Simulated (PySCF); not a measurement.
C5H9B. Atoms are numbered in the order given.

```xyz
15

C      2.3551     0.1800     0.1022
B      0.7917     0.0842    -0.0024
C     -0.2093     1.2207    -0.3406
C     -1.4674     0.7231    -0.2628
C     -1.5562    -0.7309     0.1142
C     -0.0939    -1.2052     0.2754
H      2.5926     0.5456     1.1215
H      2.7954     0.9143    -0.5922
H      2.8751    -0.7844    -0.0127
H     -0.0176     2.2654    -0.6046
H     -2.3801     1.3038    -0.4512
H     -2.1135    -1.2967    -0.6553
H     -2.1488    -0.8493     1.0405
H      0.1625    -2.0106    -0.4372
H      0.1057    -1.6351     1.2734
```

Geometry optimised at B3LYP-D3(BJ)/def2-SVP. Other conformers were not sampled.

The numbers are results of B3LYP-D3(BJ)/def2-SVP run with PySCF, not measurements.

Harmonic, unscaled wavenumbers; measured fundamentals usually lie a few per cent lower.

```
mode  ν (cm⁻¹)  IR (km/mol)  moving atoms (share of kinetic energy)
----  --------  -----------  --------------------------------------
1           65          0.8                                  H 93 %
2           88          0.1                          H 59 %, C 41 %
3          229          0.8                  H 45 %, C 35 %, B 19 %
4          272          0.1                  C 49 %, H 39 %, B 12 %
5          407          1.6                  H 53 %, C 30 %, B 17 %
6          523          0.2                          C 72 %, H 20 %
7          609          3.7                          H 74 %, C 21 %
8          735         19.4                          H 82 %, C 18 %
9          745          1.4                          C 84 %, H 10 %
10         762          2.3                          C 69 %, H 27 %
11         831          1.0                          H 61 %, C 37 %
12         838          5.2                  H 65 %, C 18 %, B 17 %
13         911          8.3                          C 65 %, H 35 %
14         950         27.7                  H 47 %, C 32 %, B 21 %
15         994          1.5                          C 50 %, H 48 %
16        1031          0.1                          H 80 %, C 20 %
17        1069         13.7                          H 76 %, B 17 %
18        1118          2.2                          H 73 %, C 20 %
19        1123          6.8                  H 68 %, B 18 %, C 14 %
20        1172         64.5                  B 41 %, H 37 %, C 22 %
21        1206          2.1                          H 88 %, C 12 %
22        1240         33.1                  H 42 %, C 37 %, B 21 %
23        1317         10.1                          H 55 %, C 39 %
24        1324         45.9                          H 57 %, C 36 %
25        1389         94.7                  H 55 %, C 32 %, B 14 %
26        1395         35.7                          H 82 %, C 16 %
27        1423          5.0                                  H 95 %
28        1437         12.0                          H 90 %, C 10 %
29        1448          4.6                                  H 92 %
30        1614         81.3                           C 91 %, H 9 %
31        3002          1.3                                  H 96 %
32        3011         29.0                                  H 94 %
33        3029         10.4                                  H 94 %
34        3041          8.9                           H 91 %, C 9 %
35        3064         13.4                           H 91 %, C 9 %
36        3073         20.4                           H 92 %, C 8 %
37        3112         17.8                           H 91 %, C 9 %
38        3133         24.9                           H 92 %, C 8 %
39        3173         20.0                           H 91 %, C 9 %
```
